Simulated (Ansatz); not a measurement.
`[F][Sn][Cl]` + H₂O → `[OH][Sn][Cl]` + H–F at 298.15 K and 1 bar (formal hydrolysis of the Sn–F bond).

Gas-phase electronic energies from Ansatz, PBE0-D4/def2-TZVP geometries. CCSD(T)/CBS is the MP2 limit (def2-TZVPP, def2-QZVPP) plus CCSD(T) − MP2 in def2-TZVPP, frozen cores. This one scheme is used for every species. def2 core potentials past Kr. For Sn outer-core shells are correlated without core-valence functions, which leaves a few kJ/mol of doubt a bond. Each species was taken in one conformer, which may not be the lowest.

```
       species  CCSD(T)/CBS energy (Eh)  H − E (kJ/mol)  S (J/(mol·K))
 `[F][Sn][Cl]`               -773.69640            19.5          299.8
           H₂O                -76.37941            66.4          188.7
`[OH][Sn][Cl]`               -749.66523            50.6          304.5
           H–F               -100.39570            33.5          173.6
```

H − E and S are ideal-gas, rigid-rotor, harmonic terms from PBE0-D4/def2-TZVP, for one conformer and one mirror image of each species. 1 Eh = 2625.50 kJ/mol, R = 8.31446 J/(mol·K).

Task: By hand: ΔE, ΔH, ΔS and ΔG.

Result: ΔE = (-749.66523) + (-100.39570) − (-773.69640) − (-76.37941) = 0.01488 Eh = 39.1 kJ/mol. Δ(H − E) = 50.6 + 33.5 − 19.5 − 66.4 = -1.8, so ΔH = 37.3 kJ/mol. ΔS = 304.5 + 173.6 − 299.8 − 188.7 = -10.4 J/(mol·K). ΔG = 37.3 − 298.15 × (-10.4)/1000 = 40.4 kJ/mol.

Task: By hand: the equilibrium constant, and the temperature at which ΔG would vanish if ΔH and ΔS stayed fixed.

Result: log₁₀ K = −ΔG/(RT ln 10) = -7.1. ΔH and −TΔS have one sign here, so there is no such temperature.

The number of gas molecules stays the same, so ΔS is small and ΔH decides. A doubt of 5 kJ/mol in ΔE shifts log₁₀ K by 0.9 here. Other conformers and mirror images would add mixing entropy, several J/(mol·K) or more a flexible species. These are equilibria of isolated gas molecules and say nothing of rates. Largest T1 diagnostic: 0.017 (customary marks: 0.02 for closed shells, 0.045 for open ones).

ΔS is within the doubt of such terms, so its sign, and with it that verdict, could turn.
